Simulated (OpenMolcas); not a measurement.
An OpenMolcas run meant for neutral nitrogen (ANO-L-VDZP, non-relativistic; inactive shells 1s; intended active space 5 electrons in 4 orbitals (2s 2p)). One step of its input:

```
&CASPT2
Multistate=1 1
Frozen=0 0
IPEA=1.5
Imaginary=0.1
MaxIter=60
WThr=0.0 0.3 0.05
PrWF=0.5
NoMix
```

The run finished. Its levels beside those of a sound run (SS-CASPT2, IPEA 0.25 Eh, imaginary shift 0.1 Eh (closed shells correlated: 1s)), in cm⁻¹ above each run's lowest level:

| Level | This run | Usual run |
| --- | --- | --- |
| 2s² 2p³ ⁴S°_3/2 | 0.0 | 0.0 |
| 2s² 2p³ ²D°_3/2 | 20627 | 21208 |
| 2s² 2p³ ²D°_5/2 | 20628 | 21209 |
| 2s² 2p³ ²P°_3/2 | 29956 | 30631 |
| 2s² 2p³ ²P°_1/2 | 29959 | 30634 |
| 2s 2p⁴ ⁴P_5/2 | 88620 | 89160 |
| 2s 2p⁴ ⁴P_3/2 | 88683 | 89223 |
| 2s 2p⁴ ⁴P_1/2 | 88721 | 89261 |

Problem. Which setting is unsound, and how much does it matter here?

Solution. The IPEA shift is far above its usual 0.25 hartree. Against the sound run the excited levels shown move by 590 cm-1 on average and by 670 cm-1 at most.

CASPT2 does not keep the components of a term degenerate, so their means are used; among the terms shown or strongly mixed into the levels shown the widest spread is 530 cm-1 (2s² 2p³ ²D°, this run). Only configurations of the active space appear.

° marks odd parity.
